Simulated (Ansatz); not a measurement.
Reaction (ligand exchange at the Al–C bond): `[OH][Al]([SH])[CH2]F` + H–F → `[OH][Al]([F])[SH]` + `CF`

Computed with Ansatz on PBE0-D4/def2-TZVP structures; ΔE is electronic, products minus reactants. CCSD(T)/CBS is the MP2 limit (def2-TZVPP, def2-QZVPP) plus CCSD(T) − MP2 in def2-TZVPP, frozen cores. This one scheme is used for every species. Functionals use def2-TZVPP. B3LYP here is the variant with VWN-RPA as its local correlation; programs differ in this. HSE06 is defined as in plane-wave codes. Each species was taken in one conformer, which may not be the lowest.

```csv
level,ΔE (eV),difference from CCSD(T)/CBS
LDA (SPW92),-1.99,0.16
PBE-D4,-2.00,0.15
BLYP-D4,-2.11,0.04
r2SCAN-D4,-2.18,-0.03
B97M-V,-2.21,-0.06
PBE0-D4,-2.06,0.09
B3LYP-D4,-2.15,0.00
r2SCANh-D4,-2.18,-0.03
r2SCAN0-D4,-2.18,-0.03
HSE06-D4,-2.05,0.10
BHLYP-D4,-2.24,-0.09
CAM-B3LYP-D4,-2.20,-0.05
ωB97X-V,-2.15,0.00
ωB97M-V,-2.13,0.02
PBE-QIDH,-2.16,-0.01
PBE,-2.03,0.12
revPBE,-2.04,0.11
BLYP,-2.17,-0.02
r2SCAN,-2.19,-0.04
PBE0,-2.09,0.06
B3LYP,-2.21,-0.06
r2SCANh,-2.19,-0.04
r2SCAN0,-2.20,-0.05
HSE06,-2.08,0.07
BHLYP,-2.28,-0.13
CAM-B3LYP,-2.23,-0.08
LC-ωPBE,-2.15,0.00
RPA@PBE/def2-TZVPP,-2.14,0.01
HF/def2-SVP,-2.39,-0.24
MP2/def2-SVP,-2.30,-0.15
CCSD/def2-SVP,-2.28,-0.13
CCSD(T)/def2-SVP,-2.26,-0.11
HF/def2-TZVPP,-2.39,-0.24
MP2/def2-TZVPP,-2.20,-0.05
SCS-MP2/def2-TZVPP,-2.23,-0.08
HF/def2-QZVPP,-2.41,-0.26
MP2/def2-QZVPP,-2.20,-0.05
SCS-MP2/def2-QZVPP,-2.24,-0.09
HF/CBS(def2),-2.42,-0.27
MP2/CBS(def2),-2.18,-0.03
CCSD(T)/CBS,-2.15,0
```

Largest T1 diagnostic among the species: 0.012.

Leaving LDA and LC-ωPBE aside and taking each functional with its dispersion term where it has one, the values, not all of them listed here, spread over 0.25 eV, from BHLYP-D4 to revPBE-D4. LDA lies +0.05 eV from PBE without D4. At CCSD(T), def2-SVP lies −0.11 eV from the extrapolated value and def2-TZVPP −0.01 eV. The D4 term adds +0.05 eV with B3LYP and +0.03 eV with PBE0; it sums over pairs of atoms, weighted by their polarisabilities, and B3LYP, whose exchange is more repulsive, gets the larger term.
